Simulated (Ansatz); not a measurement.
Born–Oppenheimer molecular dynamics of CH₆OSn (9 atoms, charge 0, multiplicity 1). It starts from a relaxed structure.

All numbers below come from Ansatz, RKS B3LYP-D4/def2-SVP.

```
ensemble        : NVT, Langevin thermostat
time step       : 1 fs
steps asked     : 150
set temperature : 1500 K
friction        : 0.005 /fs
seed            : 979020
```

First frame:

```xyz
9
Properties=species:S:1:pos:R:3
Sn 0.012 0.002 -0.047
O -0.098 -0.103 1.954
H -0.983 -0.341 2.263
H 1.707 0.084 -0.311
C -1.025 1.775 -0.731
H -2.109 1.665 -0.582
H -0.668 2.647 -0.164
H -0.825 1.933 -1.801
H -0.674 -1.437 -0.718
```

How far do the bonds stretch over the last three quarters of this one trajectory? (Pairs bonded in most of those frames.)


| bond | mean (Å) | spread (Å) | shortest | longest |
| --- | --- | --- | --- | --- |
| Sn1–O2 | 2.078 | 0.151 | 1.84 | 2.29 |
| Sn1–H4 | 1.744 | 0.046 | 1.64 | 1.88 |
| Sn1–C5 | 2.204 | 0.087 | 2.04 | 2.33 |
| Sn1–H9 | 1.740 | 0.067 | 1.60 | 1.88 |
| O2–H3 | 0.986 | 0.058 | 0.89 | 1.09 |
| C5–H6 | 1.128 | 0.096 | 0.96 | 1.31 |
| C5–H7 | 1.110 | 0.047 | 1.02 | 1.21 |
| C5–H8 | 1.106 | 0.032 | 1.03 | 1.18 |

Mean temperature of the second half: 1120 K. The mean temperature of the second half is 25 % below the set value. A run of 0.15 ps of so small a system gives no equilibrium averages.

The run took 9.5 min on 1 thread of Arm Neoverse V1, on a shared host, peak memory 0.17 GiB.
